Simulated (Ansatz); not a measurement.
Cost and result up the ladder for (CuOH)2 ring (Cu2O2H2) (6 atoms). The state is a singlet with charge 0. Geometry: PBE-D4/def2-SVP.

Cartesian coordinates in Å:
```
Cu -0.7722 -0.3232 0.7594
O 0.2722 1.3624 0.8563
Cu 0.7707 0.3239 -0.7605
O -0.2716 -1.3630 -0.8560
H -0.2612 2.1548 0.6523
H 0.2622 -2.1549 -0.6514
```

Ansatz on 4 threads of Arm Neoverse V2 on a shared host. Times are rough, and most runs start from the orbitals of an earlier one. CAM-B3LYP-D4/def2-TZVP serves as the yardstick here, not as an exact answer. Differences are given only for rows in sets of like size (and for xTB, whose basis is part of the method), since another set adds its own error. Binding counts from free atoms at the same level (Cu doublet, O triplet, H doublet; other spins of the atoms weren't run), without zero-point energy or a counterpoise term.

The 6-31G sets use Cartesian d functions. LC-ωPBE has ω = 0.4 bohr⁻¹. Correlated methods freeze 20 core orbitals.

Correlated methods converge slowly with the basis.

```
                            level  functions  wall time  binding energy per atom (eV)  difference from CAM-B3LYP-D4/def2-TZVP (eV)
                         HF/6-31G         80     0.45 s                          2.04                                            –
                  PBE-D4/def2-SVP        100      1.2 s                          3.19                                            –
                 PBE0-D4/def2-SVP        100      1.4 s                          2.97                                            –
                 PBE-D4/def2-TZVP        164      1.6 s                          3.00                                         0.08
                     HF/def2-TZVP        164      1.9 s                          1.68                                        -1.24
                LC-ωPBE/def2-TZVP        164      2.2 s                          2.93                                         0.01
                PBE0-D4/def2-TZVP        164      2.7 s                          2.83                                        -0.08
               BHLYP-D4/def2-TZVP        164      2.8 s                          2.66                                        -0.25
           CAM-B3LYP-D4/def2-TZVP        164      3.2 s                          2.92                                         0.00
               PBE0-D4/def2-TZVPD        194      3.5 s                          2.85                                        -0.06
r2SCAN-D4/def2-TZVP (with forces)        164      4.4 s                          2.96                                         0.05
             r2SCANh-D4/def2-TZVP        164      4.6 s                          2.90                                        -0.02
             r2SCAN-D4/def2-TZVPD        194        5 s                          2.98                                         0.07
               CCSD(T)/def2-TZVPP        218    2.1 min                          2.89                                        -0.03
```
